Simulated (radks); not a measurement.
Species: Co VII. Configuration: [Ar] 3d3.

Calculated with a radial shooting solver on a logarithmic mesh with Libxc functionals: non-relativistic Kohn-Sham, PBE, spin-polarised, spherical densities, point nucleus; open shells are filled with parallel spins first.

Energy parts (eV):
part                      energy
total                 -37323.435
kinetic                37300.017
electron-nucleus      -86478.283
Hartree                13361.809
exchange-correlation   -1506.978

Orbitals (lengths in bohr, moments of r in powers of bohr; r(90%) holds 90 % of the orbital's charge):
[
 {"orbital": "1s up", "occ.": "1", "eigenvalue (eV)": "-7633.905", "r(90%)": "0.101", "<r^2>": "0.004343", "<1/r>": "26.51"},
 {"orbital": "1s down", "occ.": "1", "eigenvalue (eV)": "-7633.912", "r(90%)": "0.101", "<r^2>": "0.004343", "<1/r>": "26.51"},
 {"orbital": "2s up", "occ.": "1", "eigenvalue (eV)": "-1004.878", "r(90%)": "0.400", "<r^2>": "0.07894", "<1/r>": "5.704"},
 {"orbital": "2s down", "occ.": "1", "eigenvalue (eV)": "-1002.452", "r(90%)": "0.400", "<r^2>": "0.07867", "<1/r>": "5.715"},
 {"orbital": "2p up", "occ.": "3", "eigenvalue (eV)": "-888.0337", "r(90%)": "0.370", "<r^2>": "0.06285", "<1/r>": "5.658"},
 {"orbital": "2p down", "occ.": "3", "eigenvalue (eV)": "-886.2311", "r(90%)": "0.369", "<r^2>": "0.06256", "<1/r>": "5.667"},
 {"orbital": "3s up", "occ.": "1", "eigenvalue (eV)": "-211.8530", "r(90%)": "1.10", "<r^2>": "0.6380", "<1/r>": "1.896"},
 {"orbital": "3s down", "occ.": "1", "eigenvalue (eV)": "-207.2374", "r(90%)": "1.11", "<r^2>": "0.6438", "<1/r>": "1.885"},
 {"orbital": "3p up", "occ.": "3", "eigenvalue (eV)": "-176.0661", "r(90%)": "1.15", "<r^2>": "0.6746", "<1/r>": "1.797"},
 {"orbital": "3p down", "occ.": "3", "eigenvalue (eV)": "-171.4966", "r(90%)": "1.16", "<r^2>": "0.6834", "<1/r>": "1.784"},
 {"orbital": "3d up", "occ.": "3", "eigenvalue (eV)": "-116.7590", "r(90%)": "1.25", "<r^2>": "0.7358", "<1/r>": "1.587"},
 {"orbital": "3d down", "occ.": "0", "eigenvalue (eV)": "-112.1070", "r(90%)": "1.28", "<r^2>": "0.7592", "<1/r>": "1.570"},
 {"orbital": "4s up", "occ.": "0", "eigenvalue (eV)": "-74.6943", "r(90%)": "2.52", "<r^2>": "3.517", "<1/r>": "0.7685"},
 {"orbital": "4s down", "occ.": "0", "eigenvalue (eV)": "-72.9346", "r(90%)": "2.54", "<r^2>": "3.572", "<1/r>": "0.7615"},
 {"orbital": "4p up", "occ.": "0", "eigenvalue (eV)": "-64.2699", "r(90%)": "2.72", "<r^2>": "4.056", "<1/r>": "0.7130"},
 {"orbital": "4p down", "occ.": "0", "eigenvalue (eV)": "-62.5956", "r(90%)": "2.75", "<r^2>": "4.136", "<1/r>": "0.7062"}
]

The highest occupied level is 3d up at -116.76 eV. Spin moment in Bohr magnetons: 3. The density falls to 0.001 e/bohr^3 at r = 2.16 bohr. The electron density at the nucleus is 1.339e+04 e/bohr^3. For comparison, the ionisation energy in NIST's Atomic Spectra Database is 128.9 eV (semi-empirical). In exact Kohn-Sham theory the highest level is minus the ionisation energy, but local and semilocal functionals leave it too shallow, through self-interaction and a potential that decays too fast; potentials with the right tail come closer. The spin density at the nucleus is -0.791 e/bohr^3 (1s -0.031, 2s -2.041, 3s 1.281), a Fermi contact field of -41.5 T.
